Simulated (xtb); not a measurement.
xtb input (GFN2-xTB):

```bash
xtb mol.xyz --gfn 2 --ohess tight --chrg 0 --uhf 0
```
mol.xyz:
```
11

C      1.82227901    -0.21056607    -0.10654748
Sn    -0.34495253     0.03695304    -0.08234452
O     -1.20400590    -1.07081920    -1.36405558
O     -0.72690746     1.86751258    -0.59767585
O     -1.35933475    -0.18502909     1.56166848
H      2.18801096     0.05156322    -1.08160007
H      2.28348044     0.40823041     0.65529927
H      2.04882182    -1.25597994     0.08705638
H     -2.06776983    -1.37262444    -1.09832568
H     -1.67181525     2.14355892    -0.35509992
H     -0.90419405    -0.46939227     2.37317760
```

Output:

```
           -------------------------------------------------
          |                Calculation Setup                |
           -------------------------------------------------

           -------------------------------------------------
          |                 G F N 2 - x T B                 |
           -------------------------------------------------

        Reference                      10.1021/acs.jctc.8b01176
      * Hamiltonian:
        H0-scaling (s, p, d)           1.850000    2.230000    2.230000
        zeta-weighting                 0.500000
      * Dispersion:
        s8                             2.700000
        a1                             0.520000
        a2                             5.000000
        s9                             5.000000
      * Repulsion:
        kExp                           1.500000    1.000000
        rExp                           1.000000
      * Coulomb:
        alpha                          2.000000
        third order                    shell-resolved
        anisotropic                    true
        a3                             3.000000
        a5                             4.000000
        cn-shift                       1.200000
        cn-exp                         4.000000
        max-rad                        5.000000

          ...................................................
          :                      SETUP                      :
          :.................................................:
          :  # basis functions                  32          :
          :  # atomic orbitals                  31          :
          :  # shells                           17          :
          :  # electrons                        32          :
          :  max. iterations                   250          :
          :  Hamiltonian                  GFN2-xTB          :
          :  restarted?                      false          :
          :  GBSA solvation                  false          :
          :  PC potential                    false          :
          :  electronic temp.          300.0000000     K    :
          :  accuracy                    1.0000000          :
          :  -> integral cutoff          0.2500000E+02      :
          :  -> integral neglect         0.1000000E-07      :
          :  -> SCF convergence          0.1000000E-05 Eh   :
          :  -> wf. convergence          0.1000000E-03 e    :
          :  Broyden damping             0.4000000          :
          :  net charge                          0          :
          :  unpaired electrons                  0          :
          ...................................................

 iter      E             dE          RMSdq      gap      omega  full diag
   1    -15.9478673 -0.159479E+02  0.175E+01    5.00       0.0  T
   2    -15.1292945  0.818573E+00  0.237E+01   12.14       1.0  T
   3    -19.0968847 -0.396759E+01  0.901E+00    5.44       1.0  T
   4    -19.5088200 -0.411935E+00  0.469E+00    5.03       1.0  T
   5    -19.5667305 -0.579105E-01  0.170E+00    4.92       1.0  T
   6    -19.5769237 -0.101933E-01  0.944E-01    4.84       1.0  T
[...]
   1 H    6 C           3     1.0836777     1.0837169     1.0836244
   1 H    8 O           3     0.9568460     0.9568956     0.9568069
   6 C   50 Sn          1     2.1448783     2.1448783     2.1448783
   8 O   50 Sn          3     1.9515924     1.9517958     1.9514349

           -------------------------------------------------
          |               Frequency Printout                |
           -------------------------------------------------
 projected vibrational frequencies (cm⁻¹)
eigval :       -0.00    -0.00    -0.00     0.00     0.00     0.00
eigval :       84.28   100.69   102.75   139.93   141.04   159.97
eigval :      174.76   176.05   268.76   385.73   482.96   483.14
eigval :      524.80   754.36   754.97   792.38   818.57   818.91
eigval :     1222.58  1410.36  1410.38  3032.02  3051.59  3052.15
eigval :     3641.91  3642.74  3647.86
 reduced masses (amu)
   1: 67.79   2: 59.14   3: 62.60   4: 45.65   5: 30.36   6: 17.51   7:  1.28   8: 15.44
   9: 16.03  10: 26.79  11: 26.91  12: 31.19  13:  5.76  14:  5.06  15:  3.56  16: 14.88
  17: 31.34  18: 31.34  19: 29.69  20:  3.14  21:  3.15  22:  2.57  23:  3.07  24:  3.06
  25:  2.80  26:  1.68  27:  1.68  28:  1.21  29:  2.01  30:  2.01  31:  1.88  32:  1.88
  33:  1.88
 IR intensities (km·mol⁻¹)
   1:  0.11   2:  0.14   3:  0.03   4:  0.20   5:  0.33   6:  0.69   7:  0.03   8: 11.82
   9:  9.54  10: 21.48  11: 20.56  12:  8.22  13: 34.49  14: 35.21  15:299.06  16: 44.82
  17:162.50  18:161.88  19:143.72  20:  5.24  21:  5.90  22:  0.05  23:224.28  24:222.38
  25:  1.07  26:  6.12  27:  6.16  28:  0.23  29: 10.21  30: 10.15  31: 36.50  32: 36.70
  33: 33.65
 Raman intensities (Ä⁴*amu⁻¹)
   1:  0.00   2:  0.00   3:  0.00   4:  0.00   5:  0.00   6:  0.00   7:  0.00   8:  0.00
   9:  0.00  10:  0.00  11:  0.00  12:  0.00  13:  0.00  14:  0.00  15:  0.00  16:  0.00
  17:  0.00  18:  0.00  19:  0.00  20:  0.00  21:  0.00  22:  0.00  23:  0.00  24:  0.00
  25:  0.00  26:  0.00  27:  0.00  28:  0.00  29:  0.00  30:  0.00  31:  0.00  32:  0.00
  33:  0.00
 output can be read by thermo (or use thermo option).
 writing <g98.out> molden fake output.
 recommended (thermochemical) frequency scaling factor: 1.0
Molecule has the following symmetry elements: (C3)
It seems to be the C3 point group
           -------------------------------------------------
          |             Thermodynamic Functions             |
           -------------------------------------------------

c3  symmetry found (for desy threshold:  0.10E+00) used in thermo

          ...................................................
          :                      SETUP                      :
          :.................................................:
          :  # frequencies                          27      :
          :  # imaginary freq.                       0      :
          :  linear?                             false      :
          :  only rotor calc.                    false      :
          :  symmetry                               c3      :
          :  rotational number                       3      :
          :  scaling factor                  1.0000000      :
          :  rotor cutoff                   50.0000000 cm⁻¹ :
          :  imag. cutoff                  -20.0000000 cm⁻¹ :
          :.................................................:

    mode    ω/cm⁻¹     T·S(HO)/kcal·mol⁻¹    T·S(FR)/kcal·mol⁻¹   T·S(vib)
   ------------------------------------------------------------------------
       1     84.28    -1.12957 ( 88.98%)    -0.90155 ( 11.02%)    -1.10444
       2    100.69    -1.02592 ( 94.27%)    -0.84891 (  5.73%)    -1.01578
       3    102.75    -1.01416 ( 94.69%)    -0.84292 (  5.31%)    -1.00507
       4    139.93    -0.83625 ( 98.40%)    -0.75148 (  1.60%)    -0.83489
       5    141.04    -0.83177 ( 98.44%)    -0.74916 (  1.56%)    -0.83048
       6    159.97    -0.76031 ( 99.05%)    -0.71186 (  0.95%)    -0.75986
       7    174.76    -0.71068 ( 99.33%)    -0.68568 (  0.67%)    -0.71051
       8    176.05    -0.70657 ( 99.35%)    -0.68350 (  0.65%)    -0.70642
       9    268.76    -0.47828 ( 99.88%)    -0.55823 (  0.12%)    -0.47837
   ------------------------------------------------------------------------

   temp. (K)  partition function   enthalpy   heat capacity  entropy
                                   cal/mol     cal/K/mol   cal/K/mol   J/K/mol
 298.15  VIB  0.114E+04             4568.844     25.814     29.160
         ROT  0.642E+05              888.752      2.981     24.980
         INT  0.735E+08             5457.597     28.795     54.140
         TR   0.243E+28             1481.254      4.968     41.529
         TOT                        6938.8505    33.7635    95.6692   400.2801

       T/K    H(0)-H(T)+PV         H(T)/Eh          T*S/Eh         G(T)/Eh
   ------------------------------------------------------------------------
    298.15    0.110578E-01    0.823089E-01    0.454555E-01    0.368534E-01
   ------------------------------------------------------------------------

         :::::::::::::::::::::::::::::::::::::::::::::::::::::
         ::                  THERMODYNAMIC                  ::
         :::::::::::::::::::::::::::::::::::::::::::::::::::::
         :: total free energy         -19.445710437423 Eh   ::
         ::.................................................::
         :: total energy              -19.482563822768 Eh   ::
         :: zero point energy           0.071251165912 Eh   ::
         :: G(RRHO) w/o ZPVE           -0.034397780566 Eh   ::
         :: G(RRHO) contrib.            0.036853385346 Eh   ::
         :::::::::::::::::::::::::::::::::::::::::::::::::::::

optimized geometry written to: xtbopt.xyz

           -------------------------------------------------
          | TOTAL ENERGY              -19.482563822768 Eh   |
          | TOTAL ENTHALPY            -19.400254894669 Eh   |
          | TOTAL FREE ENERGY         -19.445710437423 Eh   |
          | GRADIENT NORM               0.000268026446 Eh/α |
          | HOMO-LUMO GAP               4.682913996591 eV   |
           -------------------------------------------------

------------------------------------------------------------------------
------------------------------------------------------------------------
 total:
Note: The following floating-point exceptions are signalling: IEEE_UNDERFLOW_FLAG IEEE_DENORMAL
normal termination of xtb
 SCF:
 ANC optimizer:
 analytical hessian:
```
